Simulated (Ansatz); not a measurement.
Input file for Ansatz (a program for electronic structure): U-B3LYP/def2-TZVPP on CH3 (SMILES [CH3]).

Ansatz 0.2 input:
```yaml
crystal:
  periodic: [false, false, false]
  atoms:
    - {symbol: C, position_ang: [0.00002529, 0.00002296, 0.00000059]}
    - {symbol: H, position_ang: [1.06845039, -0.14741449, 0.02930280]}
    - {symbol: H, position_ang: [-0.66111836, -0.85156786, -0.04255873]}
    - {symbol: H, position_ang: [-0.40725733, 0.99905939, 0.01325534]}
basis:
  gaussian:
    orbitals: def2-TZVPP
hamiltonian:
  xc: {name: B3LYP}
magnetization: {spin_polarized: true, initial_magnetization: 1}
```

**Question.** What total energy does the run end on?

**Answer.** -39.8599 hartree.
